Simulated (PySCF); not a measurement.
FHMgO. Atoms are numbered in the order given.

```xyz
4

Mg     0.0208    -0.0318     0.0000
F     -0.0025    -1.8009     0.0000
O     -0.0860     1.7557     0.0000
H      0.4619     2.5450     0.0000
```
Charge 0, spin multiplicity 1.

The structure is a stationary point at PBE-D3(BJ)/def2-TZVP. The values are those of a single conformer.

These are CAM-B3LYP/def2-TZVPD (PySCF) values and carry that method's errors.

Symmetry labels are those of the subgroup Cs that the program uses (full group Cs).

Question: List the valence orbital energies around the gap with their symmetry. (Estimate from the structure and the level; the computed values follow.)

Answer: 
```csv
orbital,symmetry,energy (eV)
HOMO−7,A',-31.52
HOMO−6,A',-27.47
HOMO−5,A',-14.39
HOMO−4,A',-12.31
HOMO−3,A',-11.64
HOMO−2,A",-11.64
HOMO−1,A',-10.04
HOMO,A",-9.85
LUMO,A',-0.89
LUMO+1,A',0.59
LUMO+2,A",0.63
LUMO+3,A',0.92
```
